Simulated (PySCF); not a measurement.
**How methods differ on the excitation energy of Ti**

Ti [Ar] 3d2 4s2 (3F) → Ti [Ar] 3d1 4s2 5s1 (3D), as a difference of total energies. Computed with PySCF 2.14 in aug-cc-pVQZ-DK, with the spin-free X2C one-electron Hamiltonian (Gaussian nucleus). Correlated levels: valence: [Ar] frozen. The calculations carry no spin-orbit coupling.

| method | excitation energy (cm⁻¹) |
| --- | --- |
| UHF | 57095 |
| LDA | 65119 |
| PBE | 64402 |
| PBE0 | 63629 |
| r2SCAN | 67499 |
| M06-L | 65098 |
| r2SCANh | 66867 |
| PBEsol | 64398 |
| MP2 (valence) | 57843 |
| SCS-MP2 (valence) | 56865 |

The upper state lies above the first ionisation limit, where it may autoionise and the basis confines it. A Rydberg-like electron needs more diffuse functions than a valence basis has.

The promoted electron is Rydberg-like, and one or two diffuse shells describe it only roughly, which tends to raise the upper state.
